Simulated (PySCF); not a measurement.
**Structure and largest two-photon cross section among the few lowest singlets (linear parallel light, single beam, Lorentzian half width 0.1 eV, states within 0.08 eV summed)**

Computed, not measured: TDDFT CAM-B3LYP/aug-cc-pVDZ excited states, vertical, gas phase in PySCF. Geometry: PBE0-D3(BJ)/def2-SVP.

Each molecule in one low-energy conformer.

**Question.** How does the largest two-photon cross section among the few lowest singlets (linear parallel light, single beam, Lorentzian half width 0.1 eV, states within 0.08 eV summed) change along this series?
- OCc1cccc(O)c1 (H on C replaced by CH2OH)
- CS(=O)(=O)c1cccc(O)c1 (H on C replaced by SO2CH3)
- Nc1cccc(O)c1 (H on C replaced by NH2)
- C#Cc1cccc(O)c1 (H on C replaced by ethynyl)

**Answer.** 
```
             molecule  S1 (eV)  f(S1)  largest σ (GM)  at photon λ (nm)
        OCc1cccc(O)c1     5.07  0.039             1.5               395
CS(=O)(=O)c1cccc(O)c1     4.94  0.059             0.6               373
         Nc1cccc(O)c1     4.87  0.030             1.4               449
       C#Cc1cccc(O)c1     4.78  0.094             1.1               409
```
The largest two-photon cross section among the few lowest singlets (linear parallel light, single beam, Lorentzian half width 0.1 eV, states within 0.08 eV summed) is lowest for CS(=O)(=O)c1cccc(O)c1 and highest for OCc1cccc(O)c1.
